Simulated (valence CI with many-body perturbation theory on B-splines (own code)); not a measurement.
The numbers below are computed, except where a source is named.
# A CI+MBPT run for Cd43+

The program does CI of the valence electrons with many-body perturbation theory for a frozen closed Dirac-Fock core.

Command, and the settings that its task file holds:

```sh
python run_cv.py task.json out
```

```
atom Cd  Z=48  mass_number=114  rms_radius_fm=4.6087
core [He]
valence 2s2 2p2
avg = 1
basis = S
breit = 1
cap = 10000
capref = 1200
cscale = 1
de = 0.0
dress = 0
eps = 2e-08
extrap = 1
h = 0.27
hh = 1
l2 = 3
lcore = 6
maxit = 60
n2 = 5
natural = 1
nlev = 20
nno = [3, 3, 3, 2, 1]
nroot = 26
nsp = [3, 3, 2, 1, 0]
pt2 = 1
qed = 1
rpa = 1
s1 = 1
s2 = 1
s3 = 1
screen = 1
tol = 2e-05
whole = 1
```

Q: What became of the run, and why?

A: It gave no result: the electrons of core and valence do not add up to the charge. The program said: "core and valence hold 6 electrons, the ion has 5".
